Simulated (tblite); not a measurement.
Record of a relaxation.

Compound: C₄H₁₀AsGe (doublet state).
Atom-mapped SMILES: `[CH3:1][C@@H:2]1[CH2:3][CH2:4][Ge@H:5]1[AsH:6]` (hydrogens: H7, H8, H9 on C1; H10 on C2; H11, H12 on C3; H13, H14 on C4; H15 on Ge5; H16 on As6)

Computed with GFN2-xTB (tblite), gas phase: L-BFGS steps from a force-field or distance-geometry start until the largest atomic force falls under 0.01 eV/Å. 12 of its 82 geometries are shown.

Step 0: E = -485.4234 eV, largest atomic force 4.215 eV/Å
```
atom  x, y, z in Å  |  force x, y, z in eV/Å
C1     -0.179    1.912   -0.120   -0.103   1.353  -0.341
C2     -0.202    0.462   -0.477    0.185   2.034   0.702
C3     -1.368   -0.356   -0.018   -0.642  -0.313  -2.059
C4     -0.475   -1.578   -0.007   -2.414  -2.694   2.163
Ge5     0.835   -0.502    0.892    2.353  -0.959  -0.669
As6     3.082   -0.655    0.242    1.400   0.468   0.781
H7     -0.433    2.548   -0.994   -0.071  -0.023   0.645
H8     -0.888    2.084    0.725    0.594   0.150  -0.691
H9      0.856    2.170    0.208   -0.732   0.269  -0.229
H10     0.064    0.220   -1.513    0.019   0.258   0.339
H11    -1.774   -0.063    0.961    0.193  -0.185  -0.423
H12    -2.171   -0.409   -0.784   -0.037   0.039   0.570
H13    -0.252   -1.946   -1.002    0.063  -0.018   0.148
H14    -0.955   -2.362    0.621    0.227  -0.286  -0.699
H15     0.498   -0.135    2.332   -0.099   0.027  -0.251
H16     3.356   -1.382   -1.079   -0.937  -0.119   0.014
```

Step 7: E = -486.7475 eV, largest atomic force 0.472 eV/Å
```
atom  x, y, z in Å  |  force x, y, z in eV/Å
C1     -0.196    1.990   -0.131   -0.026   0.240   0.110
C2     -0.171    0.500   -0.425    0.031   0.424  -0.003
C3     -1.367   -0.391   -0.075    0.114   0.004  -0.035
C4     -0.591   -1.700    0.084   -0.119  -0.205   0.015
Ge5     0.984   -0.654    0.783    0.275   0.101  -0.073
As6     3.361   -0.619    0.315   -0.394  -0.088   0.159
H7     -0.486    2.629   -0.981   -0.019  -0.396   0.257
H8     -0.873    2.192    0.705    0.110   0.018  -0.151
H9      0.814    2.301    0.182   -0.288   0.030  -0.140
H10     0.108    0.320   -1.465    0.041   0.032  -0.044
H11    -1.773   -0.079    0.886   -0.050   0.008   0.079
H12    -2.200   -0.405   -0.797    0.370  -0.070   0.068
H13    -0.282   -2.021   -0.906   -0.097  -0.305  -0.124
H14    -1.059   -2.535    0.611   -0.033   0.266  -0.066
H15     0.555   -0.161    2.192    0.198  -0.083  -0.118
H16     3.166   -1.359   -0.991   -0.113   0.026   0.065
```

Step 15: E = -486.8628 eV, largest atomic force 0.228 eV/Å
```
atom  x, y, z in Å  |  force x, y, z in eV/Å
C1     -0.215    2.018   -0.112   -0.038   0.006   0.006
C2     -0.138    0.532   -0.405   -0.048   0.122  -0.083
C3     -1.317   -0.388   -0.088   -0.064   0.013  -0.056
C4     -0.575   -1.714    0.065   -0.110  -0.072   0.022
Ge5     1.008   -0.671    0.741    0.106   0.045   0.130
As6     3.325   -0.669    0.376    0.080  -0.144  -0.078
H7     -0.562    2.580   -0.987   -0.008  -0.058   0.219
H8     -0.883    2.219    0.729    0.076  -0.033  -0.095
H9      0.784    2.381    0.157   -0.198   0.043  -0.104
H10     0.124    0.380   -1.453    0.138   0.010  -0.090
H11    -1.749   -0.101    0.870   -0.079   0.025   0.043
H12    -2.114   -0.412   -0.833    0.004   0.074  -0.062
H13    -0.348   -2.129   -0.917    0.018  -0.039  -0.007
H14    -1.095   -2.473    0.646    0.075   0.056   0.069
H15     0.654   -0.200    2.155   -0.005  -0.064   0.080
H16     3.091   -1.344   -0.955    0.052   0.016   0.006
```

Step 22: E = -486.9179 eV, largest atomic force 0.250 eV/Å
```
atom  x, y, z in Å  |  force x, y, z in eV/Å
C1     -0.263    2.025   -0.107   -0.031   0.195  -0.018
C2     -0.111    0.552   -0.419    0.040   0.190   0.128
C3     -1.297   -0.369   -0.139    0.025  -0.060  -0.046
C4     -0.576   -1.703    0.061    0.077  -0.050   0.142
Ge5     1.038   -0.659    0.745   -0.136  -0.010   0.134
As6     3.364   -0.820    0.403   -0.033  -0.120  -0.112
H7     -0.705    2.569   -0.945   -0.104  -0.051   0.003
H8     -0.893    2.188    0.768    0.077  -0.098  -0.018
H9      0.709    2.484    0.087   -0.015  -0.073   0.003
H10     0.220    0.432   -1.458   -0.060  -0.051   0.102
H11    -1.765   -0.098    0.810    0.005   0.146  -0.085
H12    -2.067   -0.360   -0.914    0.039  -0.087  -0.026
H13    -0.394   -2.214   -0.886    0.062   0.073   0.097
H14    -1.071   -2.392    0.745   -0.016   0.032  -0.096
H15     0.718   -0.280    2.225    0.006  -0.060  -0.243
H16     3.084   -1.348   -0.987    0.065   0.024   0.034
```

Step 29: E = -486.9629 eV, largest atomic force 0.151 eV/Å
```
atom  x, y, z in Å  |  force x, y, z in eV/Å
C1     -0.319    2.053   -0.103    0.008  -0.008   0.072
C2     -0.081    0.593   -0.402    0.089  -0.059   0.000
C3     -1.266   -0.345   -0.185    0.010  -0.078  -0.002
C4     -0.560   -1.675    0.098    0.073   0.012   0.060
Ge5     1.060   -0.647    0.754   -0.093  -0.017  -0.052
As6     3.364   -1.030    0.407    0.019  -0.025   0.050
H7     -0.894    2.538   -0.892   -0.005  -0.053  -0.032
H8     -0.877    2.147    0.823   -0.010   0.070   0.133
H9      0.623    2.586    0.009    0.044   0.031  -0.034
H10     0.300    0.473   -1.419   -0.022   0.023  -0.114
H11    -1.796   -0.024    0.715   -0.061  -0.038  -0.060
H12    -1.975   -0.370   -1.016    0.012  -0.035   0.017
H13    -0.381   -2.254   -0.808    0.009   0.091   0.013
H14    -1.073   -2.311    0.817   -0.037  -0.002  -0.053
H15     0.765   -0.372    2.230   -0.001   0.097   0.074
H16     3.104   -1.353   -1.038   -0.035  -0.009  -0.072
```

Step 37: E = -486.9831 eV, largest atomic force 0.154 eV/Å
```
atom  x, y, z in Å  |  force x, y, z in eV/Å
C1     -0.332    2.057   -0.078   -0.005  -0.024  -0.022
C2     -0.061    0.605   -0.398    0.011  -0.078   0.047
C3     -1.248   -0.345   -0.210   -0.059  -0.061   0.002
C4     -0.550   -1.665    0.127    0.036   0.021  -0.011
Ge5     1.068   -0.634    0.779   -0.074  -0.017  -0.134
As6     3.353   -1.162    0.403   -0.059   0.007   0.019
H7     -0.986    2.481   -0.843    0.002   0.067   0.056
H8     -0.830    2.153    0.886    0.049  -0.007   0.004
H9      0.590    2.638   -0.050   -0.028  -0.039  -0.026
H10     0.311    0.522   -1.425    0.029  -0.020   0.053
H11    -1.844   -0.012    0.641    0.032  -0.003   0.024
H12    -1.913   -0.410   -1.074    0.019   0.028  -0.052
H13    -0.345   -2.238   -0.778    0.026   0.000   0.068
H14    -1.100   -2.298    0.825    0.060   0.040  -0.075
H15     0.791   -0.331    2.256    0.015   0.080   0.030
H16     3.088   -1.352   -1.071   -0.053   0.006   0.015
```

Step 44: E = -486.9970 eV, largest atomic force 0.057 eV/Å
```
atom  x, y, z in Å  |  force x, y, z in eV/Å
C1     -0.334    2.050   -0.062    0.020   0.010  -0.008
C2     -0.067    0.601   -0.394    0.032  -0.018  -0.007
C3     -1.251   -0.357   -0.232    0.005   0.001  -0.001
C4     -0.541   -1.664    0.129   -0.019   0.000  -0.022
Ge5     1.053   -0.617    0.794    0.035   0.033  -0.020
As6     3.312   -1.220    0.406   -0.022   0.021  -0.031
H7     -1.029    2.482   -0.784   -0.046   0.010   0.032
H8     -0.763    2.150    0.934    0.013  -0.016  -0.009
H9      0.589    2.626   -0.100    0.030   0.022   0.020
H10     0.322    0.530   -1.413    0.004  -0.019  -0.028
H11    -1.867   -0.032    0.609    0.006   0.010  -0.026
H12    -1.886   -0.420   -1.119   -0.006  -0.028   0.028
H13    -0.292   -2.236   -0.764    0.037   0.000  -0.026
H14    -1.098   -2.313    0.799   -0.015   0.005   0.049
H15     0.816   -0.225    2.260   -0.042  -0.023   0.008
H16     3.029   -1.345   -1.074   -0.030  -0.008   0.041
```

Step 52: E = -487.0013 eV, largest atomic force 0.053 eV/Å
```
atom  x, y, z in Å  |  force x, y, z in eV/Å
C1     -0.327    2.048   -0.059   -0.021  -0.001   0.022
C2     -0.062    0.602   -0.409    0.020  -0.010   0.014
C3     -1.244   -0.361   -0.246   -0.007   0.022   0.004
C4     -0.530   -1.661    0.130   -0.032   0.023  -0.018
Ge5     1.051   -0.602    0.799    0.039   0.007   0.000
As6     3.298   -1.227    0.405   -0.011   0.024  -0.028
H7     -1.060    2.484   -0.740    0.008   0.006  -0.034
H8     -0.721    2.131    0.952    0.000  -0.023   0.048
H9      0.589    2.636   -0.114   -0.003  -0.015  -0.037
H10     0.329    0.528   -1.428    0.002   0.023  -0.007
H11    -1.867   -0.031    0.586    0.011   0.012   0.011
H12    -1.880   -0.439   -1.131    0.024  -0.004  -0.013
H13    -0.267   -2.236   -0.757    0.002  -0.014   0.003
H14    -1.092   -2.302    0.804   -0.001  -0.028   0.020
H15     0.796   -0.208    2.262   -0.032  -0.005  -0.002
H16     2.978   -1.352   -1.066    0.002  -0.018   0.016
```

Step 59: E = -487.0030 eV, largest atomic force 0.039 eV/Å
```
atom  x, y, z in Å  |  force x, y, z in eV/Å
C1     -0.325    2.045   -0.055    0.002   0.004  -0.002
C2     -0.059    0.601   -0.412   -0.005  -0.003   0.000
C3     -1.240   -0.362   -0.247   -0.008   0.009  -0.004
C4     -0.529   -1.663    0.131   -0.004   0.018  -0.010
Ge5     1.050   -0.599    0.798    0.022  -0.015   0.029
As6     3.301   -1.201    0.400   -0.003   0.019   0.004
H7     -1.059    2.484   -0.733   -0.012  -0.014   0.017
H8     -0.708    2.119    0.962    0.004   0.016  -0.010
H9      0.592    2.631   -0.122   -0.003   0.000   0.010
H10     0.328    0.536   -1.433    0.008  -0.007   0.003
H11    -1.860   -0.026    0.586   -0.006  -0.007  -0.002
H12    -1.876   -0.441   -1.133    0.002   0.000  -0.006
H13    -0.265   -2.239   -0.756   -0.008  -0.008   0.006
H14    -1.087   -2.305    0.807    0.002   0.003  -0.006
H15     0.770   -0.206    2.258   -0.001   0.004  -0.013
H16     2.958   -1.365   -1.060    0.008  -0.020  -0.017
```

Step 66: E = -487.0039 eV, largest atomic force 0.032 eV/Å
```
atom  x, y, z in Å  |  force x, y, z in eV/Å
C1     -0.325    2.045   -0.050   -0.001   0.008   0.002
C2     -0.053    0.602   -0.409   -0.031   0.006  -0.005
C3     -1.236   -0.360   -0.254   -0.006  -0.010   0.001
C4     -0.528   -1.661    0.130    0.002  -0.011  -0.001
Ge5     1.052   -0.603    0.801   -0.003   0.015   0.006
As6     3.304   -1.184    0.392    0.010   0.009   0.007
H7     -1.077    2.473   -0.715    0.020  -0.001   0.004
H8     -0.694    2.123    0.972    0.012  -0.017  -0.004
H9      0.586    2.636   -0.132   -0.015   0.013  -0.005
H10     0.338    0.542   -1.430    0.000  -0.004   0.014
H11    -1.863   -0.026    0.575   -0.002   0.005  -0.006
H12    -1.864   -0.439   -1.145    0.005  -0.002   0.001
H13    -0.269   -2.248   -0.751    0.007   0.003  -0.014
H14    -1.087   -2.298    0.812   -0.019   0.004   0.004
H15     0.760   -0.201    2.254    0.018  -0.004   0.000
H16     2.950   -1.391   -1.060    0.002  -0.014  -0.004
```

Step 74: E = -487.0047 eV, largest atomic force 0.033 eV/Å
```
atom  x, y, z in Å  |  force x, y, z in eV/Å
C1     -0.326    2.045   -0.046   -0.001   0.010   0.003
C2     -0.053    0.603   -0.407   -0.022   0.016  -0.018
C3     -1.236   -0.360   -0.260    0.001   0.003  -0.004
C4     -0.530   -1.661    0.130    0.001  -0.002   0.002
Ge5     1.051   -0.602    0.803   -0.013  -0.007  -0.011
As6     3.308   -1.160    0.386    0.010  -0.005  -0.016
H7     -1.088    2.471   -0.700   -0.004  -0.012   0.005
H8     -0.679    2.118    0.982   -0.008   0.004   0.003
H9      0.578    2.645   -0.141    0.008  -0.011   0.004
H10     0.343    0.544   -1.426   -0.001   0.001  -0.004
H11    -1.872   -0.027    0.562    0.006   0.007   0.001
H12    -1.856   -0.442   -1.156    0.004   0.001  -0.002
H13    -0.267   -2.248   -0.750    0.002   0.001   0.006
H14    -1.095   -2.294    0.810    0.008  -0.002  -0.004
H15     0.768   -0.197    2.256    0.008   0.000   0.009
H16     2.947   -1.423   -1.057    0.000  -0.003   0.025
```

Step 81: E = -487.0050 eV, largest atomic force 0.009 eV/Å
```
atom  x, y, z in Å  |  force x, y, z in eV/Å
C1     -0.328    2.045   -0.043    0.000  -0.007   0.000
C2     -0.055    0.604   -0.409    0.004  -0.001   0.001
C3     -1.237   -0.360   -0.263    0.007   0.000   0.000
C4     -0.531   -1.660    0.130    0.006  -0.002   0.002
Ge5     1.051   -0.602    0.801   -0.002   0.000  -0.001
As6     3.311   -1.148    0.384   -0.001  -0.005  -0.004
H7     -1.094    2.469   -0.694    0.001   0.007  -0.003
H8     -0.677    2.118    0.986   -0.002   0.000   0.002
H9      0.577    2.644   -0.142   -0.003   0.003   0.002
H10     0.342    0.548   -1.427   -0.003   0.006   0.001
H11    -1.873   -0.024    0.558   -0.003  -0.004  -0.003
H12    -1.853   -0.443   -1.161   -0.006   0.002   0.002
H13    -0.267   -2.249   -0.749    0.000   0.002  -0.002
H14    -1.096   -2.293    0.809    0.005   0.002   0.002
H15     0.776   -0.199    2.258   -0.001   0.004  -0.006
H16     2.945   -1.442   -1.050    0.001  -0.006   0.006
```

Q: Summarise the path.

A: The energy falls by 1.5815 eV from step 0 to step 81; nine tenths of that is first reached at step 13. It falls at every step. The largest force goes from 4.215 to 0.009 eV/Å. Among the bonds C4–Ge5 changes most, from 1.918 to 2.018 Å; the atoms move by 0.414 Å rms after alignment.

Q: Follow the three bonds and two angles with the largest change from start to end.

A: 
```json
{"step": "0", "E above end (eV)": "1.5815", "largest force (eV/Å)": "4.215", "C4–Ge5 (Å)": "1.918", "C2–Ge5 (Å)": "1.970", "C2–C3 (Å)": "1.497", "Ge5–As6–H16 (°)": "116.1", "C1–C2–Ge5 (°)": "107.5"}
{"step": "4", "E above end (eV)": "0.4447", "largest force (eV/Å)": "0.753", "C4–Ge5 (Å)": "2.037", "C2–Ge5 (Å)": "2.059", "C2–C3 (Å)": "1.526", "Ge5–As6–H16 (°)": "99.2", "C1–C2–Ge5 (°)": "115.0"}
{"step": "7", "E above end (eV)": "0.2575", "largest force (eV/Å)": "0.472", "C4–Ge5 (Å)": "2.016", "C2–Ge5 (Å)": "2.031", "C2–C3 (Å)": "1.532", "Ge5–As6–H16 (°)": "91.9", "C1–C2–Ge5 (°)": "116.8"}
{"step": "11", "E above end (eV)": "0.1763", "largest force (eV/Å)": "0.331", "C4–Ge5 (Å)": "2.031", "C2–Ge5 (Å)": "2.034", "C2–C3 (Å)": "1.534", "Ge5–As6–H16 (°)": "90.1", "C1–C2–Ge5 (°)": "118.1"}
{"step": "14", "E above end (eV)": "0.1496", "largest force (eV/Å)": "0.242", "C4–Ge5 (Å)": "2.017", "C2–Ge5 (Å)": "2.021", "C2–C3 (Å)": "1.526", "Ge5–As6–H16 (°)": "89.3", "C1–C2–Ge5 (°)": "119.7"}
{"step": "18", "E above end (eV)": "0.1209", "largest force (eV/Å)": "0.225", "C4–Ge5 (Å)": "2.026", "C2–Ge5 (Å)": "2.034", "C2–C3 (Å)": "1.533", "Ge5–As6–H16 (°)": "88.6", "C1–C2–Ge5 (°)": "120.8"}
{"step": "21", "E above end (eV)": "0.0959", "largest force (eV/Å)": "0.210", "C4–Ge5 (Å)": "2.044", "C2–Ge5 (Å)": "2.040", "C2–C3 (Å)": "1.529", "Ge5–As6–H16 (°)": "88.3", "C1–C2–Ge5 (°)": "121.0"}
{"step": "25", "E above end (eV)": "0.0627", "largest force (eV/Å)": "0.213", "C4–Ge5 (Å)": "2.022", "C2–Ge5 (Å)": "2.029", "C2–C3 (Å)": "1.531", "Ge5–As6–H16 (°)": "89.6", "C1–C2–Ge5 (°)": "122.9"}
{"step": "28", "E above end (eV)": "0.0466", "largest force (eV/Å)": "0.165", "C4–Ge5 (Å)": "2.029", "C2–Ge5 (Å)": "2.043", "C2–C3 (Å)": "1.528", "Ge5–As6–H16 (°)": "90.2", "C1–C2–Ge5 (°)": "124.0"}
{"step": "32", "E above end (eV)": "0.0333", "largest force (eV/Å)": "0.165", "C4–Ge5 (Å)": "2.013", "C2–Ge5 (Å)": "2.035", "C2–C3 (Å)": "1.529", "Ge5–As6–H16 (°)": "90.7", "C1–C2–Ge5 (°)": "124.3"}
{"step": "35", "E above end (eV)": "0.0267", "largest force (eV/Å)": "0.105", "C4–Ge5 (Å)": "2.016", "C2–Ge5 (Å)": "2.044", "C2–C3 (Å)": "1.531", "Ge5–As6–H16 (°)": "90.8", "C1–C2–Ge5 (°)": "123.9"}
{"step": "39", "E above end (eV)": "0.0178", "largest force (eV/Å)": "0.115", "C4–Ge5 (Å)": "2.029", "C2–Ge5 (Å)": "2.042", "C2–C3 (Å)": "1.531", "Ge5–As6–H16 (°)": "90.8", "C1–C2–Ge5 (°)": "124.0"}
{"step": "42", "E above end (eV)": "0.0115", "largest force (eV/Å)": "0.144", "C4–Ge5 (Å)": "2.015", "C2–Ge5 (Å)": "2.032", "C2–C3 (Å)": "1.532", "Ge5–As6–H16 (°)": "90.3", "C1–C2–Ge5 (°)": "123.6"}
{"step": "46", "E above end (eV)": "0.0069", "largest force (eV/Å)": "0.054", "C4–Ge5 (Å)": "2.025", "C2–Ge5 (Å)": "2.038", "C2–C3 (Å)": "1.531", "Ge5–As6–H16 (°)": "90.3", "C1–C2–Ge5 (°)": "122.7"}
{"step": "49", "E above end (eV)": "0.0054", "largest force (eV/Å)": "0.057", "C4–Ge5 (Å)": "2.021", "C2–Ge5 (Å)": "2.032", "C2–C3 (Å)": "1.533", "Ge5–As6–H16 (°)": "89.9", "C1–C2–Ge5 (°)": "122.4"}
{"step": "53", "E above end (eV)": "0.0032", "largest force (eV/Å)": "0.042", "C4–Ge5 (Å)": "2.018", "C2–Ge5 (Å)": "2.038", "C2–C3 (Å)": "1.532", "Ge5–As6–H16 (°)": "88.9", "C1–C2–Ge5 (°)": "121.4"}
{"step": "56", "E above end (eV)": "0.0025", "largest force (eV/Å)": "0.030", "C4–Ge5 (Å)": "2.019", "C2–Ge5 (Å)": "2.037", "C2–C3 (Å)": "1.532", "Ge5–As6–H16 (°)": "88.7", "C1–C2–Ge5 (°)": "121.4"}
{"step": "60", "E above end (eV)": "0.0019", "largest force (eV/Å)": "0.030", "C4–Ge5 (Å)": "2.017", "C2–Ge5 (Å)": "2.034", "C2–C3 (Å)": "1.532", "Ge5–As6–H16 (°)": "88.5", "C1–C2–Ge5 (°)": "121.2"}
{"step": "63", "E above end (eV)": "0.0015", "largest force (eV/Å)": "0.035", "C4–Ge5 (Å)": "2.018", "C2–Ge5 (Å)": "2.036", "C2–C3 (Å)": "1.532", "Ge5–As6–H16 (°)": "88.7", "C1–C2–Ge5 (°)": "121.3"}
{"step": "67", "E above end (eV)": "0.0009", "largest force (eV/Å)": "0.024", "C4–Ge5 (Å)": "2.016", "C2–Ge5 (Å)": "2.033", "C2–C3 (Å)": "1.532", "Ge5–As6–H16 (°)": "88.6", "C1–C2–Ge5 (°)": "121.5"}
{"step": "70", "E above end (eV)": "0.0006", "largest force (eV/Å)": "0.020", "C4–Ge5 (Å)": "2.018", "C2–Ge5 (Å)": "2.034", "C2–C3 (Å)": "1.532", "Ge5–As6–H16 (°)": "88.6", "C1–C2–Ge5 (°)": "121.4"}
{"step": "74", "E above end (eV)": "0.0003", "largest force (eV/Å)": "0.033", "C4–Ge5 (Å)": "2.019", "C2–Ge5 (Å)": "2.034", "C2–C3 (Å)": "1.533", "Ge5–As6–H16 (°)": "88.9", "C1–C2–Ge5 (°)": "121.4"}
{"step": "77", "E above end (eV)": "0.0001", "largest force (eV/Å)": "0.014", "C4–Ge5 (Å)": "2.017", "C2–Ge5 (Å)": "2.035", "C2–C3 (Å)": "1.532", "Ge5–As6–H16 (°)": "88.9", "C1–C2–Ge5 (°)": "121.3"}
{"step": "81", "E above end (eV)": "0.0000", "largest force (eV/Å)": "0.009", "C4–Ge5 (Å)": "2.018", "C2–Ge5 (Å)": "2.036", "C2–C3 (Å)": "1.532", "Ge5–As6–H16 (°)": "88.9", "C1–C2–Ge5 (°)": "121.2"}
```

The cost below is that of the whole relaxation. Time: 0.59 s of wall time. Hardware: one thread, Arm Neoverse V1 (aarch64), on a shared host.
